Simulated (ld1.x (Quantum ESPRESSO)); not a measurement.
**Building the RRKJ potential for P (Z = 15) (PBE, non-relativistic).**

ld1.x (Quantum ESPRESSO) 7.5 was run on this input:

```
&input
   title='P', zed=15., rel=0, dft='PBE', iswitch=3,
   config='[Ne] 3s2 3p2.5',
   nld=2, rlderiv=1.90, eminld=-3.0, emaxld=5.0, deld=0.02
 /
 &inputp
   pseudotype=2, tm=.false., rho0=0.005, lloc=1,
   nlcc=.true., new_core_ps=.true., rcore=0.95,
   file_pseudopw='P.UPF', file_wfcaegen='ae.wfc', file_wfcncgen='nc.wfc', file_beta='beta', file_chi='chi'
 /
2
3S  1  0   2.00   0.00  1.05  1.05  0.0
3P  2  1   2.50   0.00  1.75  1.75  0.0
 &test
   configts(1)='3s2 3p2.5'
 /
```

Command:

```bash
ld1.x < P.in > P.out
```

The program printed (shortened: banner, matrices, multipoles, cross overlaps and the repeated all-electron block are left out):

```
[... start of the log left out ...]
     Ekin =     680.890146 Ry,     340.445073 Ha,    9263.982378 eV
     Encl =   -1618.270828 Ry,    -809.135414 Ha,  -22017.696270 eV
     Eh   =     301.151654 Ry,     150.575827 Ha,    4097.376989 eV
     Exc  =     -45.588616 Ry,     -22.794308 Ha,    -620.264713 eV

     normalization and overlap integrals

     s(1S/1S) =  1.000000  <r> =   0.1040  <r2> =    0.0145  r(max) =   0.0684
     s(2S/2S) =  1.000000  <r> =   0.5216  <r2> =    0.3243  r(max) =   0.4187
     s(2P/2P) =  1.000000  <r> =   0.4857  <r2> =    0.2961  r(max) =   0.3559
     s(3S/3S) =  1.000000  <r> =   1.8641  <r2> =    4.0262  r(max) =   1.5753
     s(3P/3P) =  1.000000  <r> =   2.2422  <r2> =    5.9673  r(max) =   1.7851

     ------------------------ End of All-electron run ------------------------

     --------------------- Generating NC pseudopotential ---------------------

      Generating local pot.: lloc=1, matching radius rcloc =   1.7500

      Computing core charge for nlcc:

       r > 0.96 : true rho core
      Core charge pseudized with two Bessel functions
      Integrated core pseudo-charge :   4.92
     Message from routine compute phi:
     negative determinant

      ld=   1.786294 f2ae -2.498771 faenor  0.088165
           0        1148        1147   101.18492657757686

 %%%%%%%%%%%%%%%%%%%%%%%%%%%%%%%%%%%%%%%%%%%%%%%%%%%%%%%%%%%%%%%%%%%%%%%%%%%%%%
     Error in routine compute_chi (1):
     n is too large
 %%%%%%%%%%%%%%%%%%%%%%%%%%%%%%%%%%%%%%%%%%%%%%%%%%%%%%%%%%%%%%%%%%%%%%%%%%%%%%

     stopping ...
```

The run stopped because the Bessel-function wave could not be built (negative determinant in compute_phi), and the routine for χ then failed on it.

The run took about 0.05 s on one core of a shared server CPU.
